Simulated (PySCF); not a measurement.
Gas-phase reaction: ZrCl4 + 4 IBr ⇌ ZrI4 + 4 Cl + 2 Br2

Method: PySCF energies plus ideal-gas RRHO corrections (1 bar). † marks an energy on the PBE0/def2-TZVP geometry and frequencies; other levels use their own. MP2 freezes the core. Open shells (unrestricted): Cl (multiplicity 2, electronic degeneracy 6); the rest are closed-shell singlets. Spin-orbit splitting is ignored; it lowers the true energy and changes the entropy of Cl. B3LYP is the form with VWN-RPA correlation. I, Zr: scalar-relativistic def2 core potential, no spin-orbit coupling. Br: all electrons, no relativistic terms. MP2 isn't extrapolated to the basis-set limit; its ΔH°(298 K) is 777.5 kJ in def2-SVP and 825.4 kJ in def2-TZVPP. The harmonic model lacks anharmonicity and excited electronic states, which grow with temperature; levels with a mode under 35 cm⁻¹ are left out. Soft modes under 120 cm⁻¹ make the harmonic entropy rough for ZrCl4, ZrI4.

```csv
level,"ΔE electronic, kJ","ΔH°(298 K), kJ","ΔS°(298 K), J/K","ΔG°(1000 K), kJ"
B3LYP/def2-TZVP†,884,883,208,669
BLYP/def2-TZVP†,899,899,208,685
HF/def2-TZVP†,607,607,208,393
M06-2X/def2-TZVP†,885,885,208,671
MP2/def2-TZVPP†,826,825,208,611
PBE/def2-SVP,946,946,205,735
PBE0/def2-TZVP,898,898,208,684
r2SCAN/def2-TZVP†,907,906,208,692
ωB97M-V/def2-TZVP†,919,919,208,705
ωB97X-V/def2-TZVP†,911,911,208,697
```
ΔH° is lowest at HF/def2-TZVP† and highest at PBE/def2-SVP. No reference value is set beside these.
